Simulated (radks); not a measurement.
Initial-state core-level shifts of neutral platinum when its valence configuration changes from [Xe] 4f14 5d9 6s1. Calculated with a radial shooting solver on a logarithmic mesh with Libxc functionals: Dirac Kohn-Sham, LDA (Slater exchange, Perdew-Wang correlation), spin-unpolarised, spherical densities, finite nucleus; open shells fill j = l - 1/2 first; Fermi nuclear charge, rms radius 5.427 fm. Shifts are changes of the shell-averaged eigenvalues in eV (positive: less bound); the change of the density at the nucleus, which sets a Mossbauer isomer shift, is in e/bohr^3, on a base of 1.966e+06.

valence                    1s       2s       4p      5p  density at nucleus
4f14 5d10              +2.218   +2.335   +2.325  +2.162              -120.3
4f13 5d9 6s1 6p1      -15.772  -17.018  -16.435  -7.018              +172.5
4f13.5 5d9 6s1 6p0.5   -7.759   -8.367   -8.110  -3.470               +84.1
4f12.5 5d9.5 6s1 6p1  -21.770  -23.614  -22.657  -8.507              +246.7
4f13 5d10 6s1         -11.363  -12.497  -11.935  -2.765              +141.5
4f13.5 5d9.5 6s1       -5.621   -6.178   -5.927  -1.389               +69.9
4f12.5 5d9 6s1.5 6p1  -23.302  -25.232  -24.242  -9.917              +331.5
4f14 5d8.5 6s1 6p0.5   -2.060   -2.110   -2.106  -2.009               +13.6
4f13.5 5d9 6s1.5       -6.927   -7.551   -7.286  -2.636              +140.2
